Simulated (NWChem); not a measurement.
**Atomisation of H$_{3}$Ge**

SMILES: [GeH3]
```xyz
4

Ge     0.0004     0.0414     0.0000
H     -0.7437    -0.4347     1.2806
H     -0.7437    -0.4347    -1.2806
H      1.4743    -0.4565     0.0000
```
Charge 0, spin multiplicity 2.

The numbers come from NWChem runs, not from measurements. The geometry was optimised at UPBE/def2-SVP, a minimum by its harmonic frequencies.

Basis set: def2-TZVP. The atomisation energy is electronic alone: no zero-point, thermal, spin-orbit or counterpoise terms. No value is extrapolated to the basis-set limit. Free atoms are single determinants with multiplicities Ge 3, H 2. Correlated methods freeze the same cores in atoms and molecule, 9 orbitals in all.

```json
[
 {"method": "B3LYP", "atomisation energy (kcal/mol)": "205.0", "relative cost": "1"},
 {"method": "PBE0", "atomisation energy (kcal/mol)": "201.6", "relative cost": "under 3"},
 {"method": "PBE", "atomisation energy (kcal/mol)": "201.0", "relative cost": "under 3"},
 {"method": "BLYP", "atomisation energy (kcal/mol)": "201.3", "relative cost": "under 3"},
 {"method": "HF", "atomisation energy (kcal/mol)": "155.3", "relative cost": "under 3"},
 {"method": "M06-2X", "atomisation energy (kcal/mol)": "202.2", "relative cost": "under 3"},
 {"method": "MP2", "atomisation energy (kcal/mol)": "191.7", "relative cost": "under 3"},
 {"method": "CAM-B3LYP", "atomisation energy (kcal/mol)": "206.8", "relative cost": "3"},
 {"method": "CCSD(T)", "atomisation energy (kcal/mol)": "199.6", "relative cost": "6"}
]
```

The values span 51.5 kcal/mol, from HF (lowest) to CAM-B3LYP (highest). Relative cost: rough, from shared machines, SCF included, B3LYP = 1. Costs are the molecule's.

The Hamiltonian is non-relativistic. The correlated methods keep 9 core orbitals frozen. B3LYP has NWChem's definition, with VWN1-RPA local correlation. GW and range-separated runs recompute their integrals, the others keep them in memory, which bears on the times. The structure started from a generated list of species. The unpaired electrons of the parent sit in orbitals of symmetry a' (Cs labels of the run); other states weren't searched. No SCF solution was tested for a lower state. Open-shell Hartree-Fock references start from PBE0 orbitals; any time given for them includes that run. Coupled-cluster values serve here as a point of comparison, not as the truth.
